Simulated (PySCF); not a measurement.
Structure elucidation problem

The spectra below were simulated for a compound C4H5F5Si.

1H NMR (500 MHz, computed): δ 6.98 (m, 1H), 6.83 (m, 1H), 4.30 (d, 3H).

13C{1H} NMR (computed): δ 145.4 (CH), 144.4 (CH), 129.2 (C), 122.6 (C).

Theoretical values (PySCF): geometry: GFN2-xTB, shielding tensors at PBE0/pcSseg-1 (GIAO). Non-relativistic, gas phase, equivalent nuclei averaged, single conformer.

References, each an isolated molecule treated in the same way: 1H, 13C vs TMS.

Deduce the structure.

## Answers


- The formula gives 1 degree of unsaturation (no ring in the answer).
- 4 carbon signals for 4 carbons: no two carbons are equivalent.
- Carbon types of the structure: 2 × C, 2 × CH, leaving 3 H on heteroatoms.
- δC 145.4, 144.4: alkene CH; the olefinic region.
- δC 129.2: CF3 carbon; 3 electronegative neighbours deshield it.
- δC 122.6: allylic fully substituted sp3 carbon bonded to 2 F; 2 electronegative neighbours deshield it.
- δH 6.98, 6.83: hydrogen on an alkene CH; a vinylic proton, deshielded by the sp2 carbon and the C=C anisotropy.
- δH 4.30: hydrogen on a silicon bonded to C.

The compound is `FC(F)(F)C(F)(F)/C=C\[SiH3]`.

The data come from this structure; uniqueness wasn't tested.

Splittings by 19F in the carbon and heteronuclear signals aren't shown, as no couplings were computed. Shifts are as computed. Against solution values, carbons near 30 ppm lie about +3 ppm off and those near 130 ppm about +5 ppm. Of 1211 compounds with measured shifts, 218 miss one by over three times the rms of a fit or turn the order of signals round; such compounds aren't used in these exercises. No couplings were computed; multiplicities are counted from neighbouring protons, with m where these are inequivalent, close in shift, in a saturated or five-membered ring or joined by F or P, and br s for small geminal =CH2 splittings.
